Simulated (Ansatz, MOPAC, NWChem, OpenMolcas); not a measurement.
## A ladder of methods for GaCl (SMILES [Cl][Ga])

GaCl, singlet, SMILES `[Cl][Ga]`. Each level relaxes the structure for itself.

Each level gives the harmonic wavenumber (cm⁻¹). The values are calculated.

```json
{"level": "AM1", "kind": "semi-empirical", "program": "MOPAC", "value (cm⁻¹)": "317"}
{"level": "PM6", "kind": "semi-empirical", "program": "MOPAC", "value (cm⁻¹)": "426"}
{"level": "PM6-D3", "kind": "semi-empirical", "program": "MOPAC", "value (cm⁻¹)": "426"}
{"level": "PM7-HH", "kind": "semi-empirical", "program": "MOPAC", "value (cm⁻¹)": "361"}
{"level": "PBEsol/6-311+G**/LANL2DZ (core potential)", "kind": "GGA", "program": "NWChem", "value (cm⁻¹)": "326"}
{"level": "B3LYP-D3(BJ)/6-311G**", "kind": "global hybrid", "program": "NWChem", "value (cm⁻¹)": "339"}
{"level": "B3LYP-D3(BJ)/def2-SVP", "kind": "global hybrid", "program": "NWChem", "value (cm⁻¹)": "369"}
{"level": "PBE0-D4/def2-TZVP", "kind": "global hybrid", "program": "Ansatz", "value (cm⁻¹)": "?"}
{"level": "CASSCF(2,2)/ANO-S-VDZ", "kind": "multireference", "program": "OpenMolcas", "value (cm⁻¹)": "306"}
```

(1) Estimate what the levels marked ? give.

Results:

(1) As computed at these levels: PBE0-D4/def2-TZVP: 364 cm⁻¹. All-electron rows without a relativistic Hamiltonian named are non-relativistic, while core potentials hold scalar relativity, so basis and relativity change together. Harmonic and unscaled. The values span 306 to 426 cm⁻¹.
